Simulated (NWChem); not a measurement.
System meant: VOCl2F; SMILES [O]=[V]([F])([Cl])[Cl]

Here is an NWChem input.

```
start job
memory heap 200 mb stack 900 mb global 1100 mb
geometry units angstroms noautoz
  V      0.317875     0.085927     0.000000
  O      0.904639     1.515871     0.000000
  F      1.609597    -1.025988     0.000000
  Cl    -0.891032    -0.145094    -1.765749
  Cl    -0.891032    -0.145094     1.765749
end
basis spherical
  V library def2-svp
  O library def2-svp
  F library def2-svp
  Cl library def2-svp
end
dft
  xc pbe0
  iterations 4
  mulliken
end
task dft energy
```

End of the output:

```
    Atom       Charge   Shell Charges
 -----------   ------   -------------------------------------------------------
    1 V   23    28.86   2.00  2.00  1.90  0.36  0.10  5.99  5.86  1.27  7.25  2.08  0.05
    2 O    8     4.98   1.98  0.93  0.74  0.65  0.65  0.04
    3 F    9     9.27   1.98  0.99  0.80  3.10  2.39  0.01
    4 Cl  17    15.44   2.00  1.96  1.06  0.79  5.77  1.66  2.17  0.03
    5 Cl  17    15.44   2.00  1.96  1.06  0.79  5.77  1.66  2.17  0.03

 center of mass
 --------------
 x =   0.01900815 y =  -0.01098017 z =   0.00000000

 moments of inertia (a.u.)
 ------------------
         987.885777370870           0.000000000000           0.000000000000
           0.000000000000        1217.907980173501           0.000000000000
           0.000000000000           0.000000000000         648.405302384818

     Multipole analysis of the density
     ---------------------------------

     L   x y z        total         alpha         beta         nuclear
     -   - - -        -----         -----         ----         -------
     0   0 0 0     -0.000000    -37.000000    -37.000000     74.000000

     1   1 0 0     -3.429334     -1.714667     -1.714667      0.000000
     1   0 1 0      7.951122      3.975561      3.975561     -0.000000
     1   0 0 1      0.000000      0.000000      0.000000      0.000000

     2   2 0 0    -22.491582   -116.928082   -116.928082    211.364582
     2   1 1 0     18.363827      7.995685      7.995685      2.372456
     2   1 0 1      0.000000      0.000000      0.000000      0.000000
     2   0 2 0     -9.850656    -56.196609    -56.196609    102.542561
     2   0 1 1     -0.000000     -0.000000     -0.000000      0.000000
     2   0 0 2     -0.610929   -189.585379   -189.585379    378.559829

 ------------------------------------------------------------------------
 dft energy failed                                                                                  0
 ------------------------------------------------------------------------
 ------------------------------------------------------------------------
  current input line :
    21: task dft energy
 ------------------------------------------------------------------------
 ------------------------------------------------------------------------
 This type of error is most commonly associated with calculations not reaching convergence criteria
 ------------------------------------------------------------------------
 For more information see the NWChem manual at https://nwchemgit.github.io

0:dft energy failed:Received an Error in Communication
```

Q: Can this run be used? If not, why, and what is the fix?

A: Convergence was not reached. Cause: the SCF was allowed too few iterations. This input runs:
```
start job
memory heap 200 mb stack 900 mb global 1100 mb
geometry units angstroms noautoz
  V      0.317875     0.085927     0.000000
  O      0.904639     1.515871     0.000000
  F      1.609597    -1.025988     0.000000
  Cl    -0.891032    -0.145094    -1.765749
  Cl    -0.891032    -0.145094     1.765749
end
basis spherical
  * library def2-svp
end
dft
  xc pbe0
  iterations 150
  mulliken
end
task dft energy
```
It converges to -2038.42243 Ha (PBE0/def2-SVP).
